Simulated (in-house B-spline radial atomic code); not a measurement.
Response and correlation of W62+

Closed shell [Ne] 3s2. Computed with an all-electron radial atomic-structure program (B-spline basis): Dirac-Hartree-Fock, relativistic RPA (time-dependent Dirac-Hartree-Fock) for the response and second-order many-body perturbation theory for correlation, no-pair Dirac-Coulomb Hamiltonian, finite nucleus.

Command:
```bash
python run_mb.py task.json out
```
Settings (nuclear radius in fm, box in bohr, cutoff in hartree):
```
basis_form          2
Z                   74
core_configuration  [Ne] 3s2
rms_radius          5.3658
mass_number         184
speed_of_light      137.036
box_radius          1.636
lmax                7
intervals           55
virtual_cutoff      136900.0
```

Cost of the run: 1 s on 1 thread of Arm Neoverse V1, with other jobs on the host.

```json
{"multipole (bohr³, bohr⁵, bohr⁷)": "dipole", "uncoupled": "0.002701", "coupled RPA": "?"}
{"multipole (bohr³, bohr⁵, bohr⁷)": "quadrupole", "uncoupled": "3.0675e-05", "coupled RPA": "3.3615e-05"}
{"multipole (bohr³, bohr⁵, bohr⁷)": "octupole", "uncoupled": "6.5741e-07", "coupled RPA": "6.7234e-07"}
```

**Question.** What is the coupled dipole polarisability?

**Answer.** 0.0032117 atomic units, +19 % against the uncoupled value.

**Question.** Which subshells carry the dipole polarisability?

**Answer.** 3s1/2 99.4 %, 2p3/2 0.4 %, 2p1/2 0.1 %.

**Question.** What does the dipole shielding factor come to?

**Answer.** The dipole shielding factor is 0.162, against the exact N/Z = 12/74 = 0.162 of the non-relativistic theorem.

Dipole polarisability at imaginary frequency:

```tsv
u (Eh)	α(iu) (bohr³)
0	0.003212
10	0.00167
25	0.0007539
50	0.0003137
75	0.0001885
100	0.0001358
150	8.916e-05
200	6.7e-05
250	5.342e-05
350	3.694e-05
500	2.359e-05
750	1.306e-05
1000	8.195e-06
1500	4.052e-06
2500	1.587e-06
5000	4.24e-07
```

**Question.** What dispersion coefficients follow for two such ions (the dispersion part alone)?

**Answer.** C6 = (3/π)∫α(iu)²du = 8.77e-05 hartree·bohr⁶ and C8 = 7.815e-06 hartree·bohr⁸.

Lowest J = 1 odd-parity excitations:

| energy (eV) | oscillator strength | leading channel | weight |
| --- | --- | --- | --- |
| 150.34 | 0.0496 | 3s1/2 → p1/2 | 0.996 |
| 548.16 | 0.606 | 3s1/2 → p3/2 | 0.995 |
| 3280.7 | 0.249 | 3s1/2 → p1/2 | 1.0 |
| 3434.1 | 0.301 | 3s1/2 → p3/2 | 1.0 |
| 4668.2 | 0.0667 | 3s1/2 → p1/2 | 1.0 |
| 4744.8 | 0.095 | 3s1/2 → p3/2 | 1.0 |
| 5404.5 | 0.029 | 3s1/2 → p1/2 | 1.0 |
| 5448.3 | 0.044 | 3s1/2 → p3/2 | 1.0 |

Second-order correlation energy by the highest angular momentum of the excited pair (hartree): s -0.02517, p -0.262, d -0.2484, f -0.05952, g -0.02164, h -0.0081, i -0.003692, k -0.001912.

**Question.** What is the second-order correlation energy at the partial-wave limit?

**Answer.** The listed waves sum to -0.63051 hartree; extrapolating the increments as (l + 1/2)⁻⁴ gives -0.63442 hartree, -1.44 eV per electron.
